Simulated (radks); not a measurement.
Results of a calculation; reference values are marked as such.
Polarisability of the oxygen ion O6+, [He], at imaginary frequency. Code: a radial shooting solver on a logarithmic mesh with Libxc functionals. Model: non-relativistic Kohn-Sham, LDA (Slater exchange, Perdew-Wang correlation), spin-polarised, spherical densities, point nucleus. Response by self-consistent Sternheimer equations with the Hartree and adiabatic LDA kernel.

w (hartree)  alpha1(iw) (bohr^3)  alpha2(iw) (bohr^5)
0.00266                 0.002759            0.0001761
0.0143                  0.002759            0.0001761
0.0360                  0.002759            0.0001761
0.0697                  0.002759            0.0001761
0.118                   0.002759            0.0001761
0.186                   0.002758            0.0001761
0.280                   0.002758            0.0001761
0.413                   0.002758            0.0001761
0.605                   0.002757            0.0001760
0.892                   0.002754            0.0001759
1.35                    0.002749            0.0001757
2.12                    0.002735            0.0001752
3.59                    0.002693            0.0001736
6.94                    0.002530            0.0001670
17.5                    0.001775            0.0001318

Static values: alpha1 = 0.002759 bohr^3 (0.0004088 angstrom^3; uncoupled 0.002836), alpha2 = 0.0001761 bohr^5, alpha3 = 0.00002875 bohr^7. C6 = 0.0001356, C8 = 0.00004851, triple-dipole C9 = 2.833e-07 atomic units. One-pole (London) frequency 4 C6 / (3 alpha1^2) = 23.766 hartree, against 25.257 for minus the highest occupied eigenvalue. The dipole shielding factor is 0.250, as the force sum rule N/Z = 0.250 demands.
